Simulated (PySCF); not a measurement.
Gas-phase reaction: SnCl2 + O2 → SnO2 + 2 Cl, at 600 K and a standard pressure of 1 bar. Level: PBE0/def2-QZVP†.

Method: PySCF energies plus ideal-gas RRHO corrections (1 bar). † marks an energy on the PBE0/def2-TZVP geometry and frequencies. Open shells (unrestricted): O2 (multiplicity 3), Cl (multiplicity 2, electronic degeneracy 6); the rest are closed-shell singlets. Spin-orbit splitting is ignored; it lowers the true energy and changes the entropy of Cl. Sn: scalar-relativistic def2 core potential, no spin-orbit coupling. SnO2: computed as isolated molecules; such fragments, hydroxides, amides, oligomers or adducts are transient or little studied in the gas. The harmonic model lacks anharmonicity and excited electronic states, which grow with temperature; levels with a mode under 35 cm⁻¹ are left out. Soft modes under 120 cm⁻¹ make the harmonic entropy rough for SnCl2.

```tsv
species	E (Ha)	H(600 K) − E (kJ/mol)	S°(600 K) (J/mol/K)
SnCl2	-1134.57845	35.5	345.1
O2	-150.24284	28.1	225.9
SnO2	-364.59310	40.9	293.2
Cl	-460.01110	12.5	182.8
```
E: electronic energy; H − E holds the zero-point and thermal terms. 1 Ha = 2625.5 kJ/mol.

**Question.** Work out ΔH°, ΔS°, ΔG° and log10 K from these numbers.

**Answer.** 1. ΔE = 1×(-364.59310) + 2×(-460.01110) − 1×(-1134.57845) − 1×(-150.24284) = 0.20599 Ha = 540.8 kJ.
2. Δ(H − E) = 1×(40.9) + 2×(12.5) − 1×(35.5) − 1×(28.1) = 2.3 kJ, so ΔH° = 543.1 kJ.
3. ΔS° = 1×(293.2) + 2×(182.8) − 1×(345.1) − 1×(225.9) = 87.8 J/K; the number of gas molecules changes by +1.
4. ΔG° = ΔH° − TΔS° = 543.1 − 600×(87.8)/1000 = 490.4 kJ.
5. log10 K = −ΔG°/(RT ln 10) = -42.68, with RT ln 10 = 11.49 kJ/mol; at standard pressures the reactants are favoured.
6. A shift of 10 kJ in ΔE would move log10 K by 0.87 here.
For scale, ΔH°(298 K) is 540 kJ at this level, 543 kJ at ωB97M-V/def2-TZVP†, and runs from 335 to 615 kJ over the 18 levels computed.
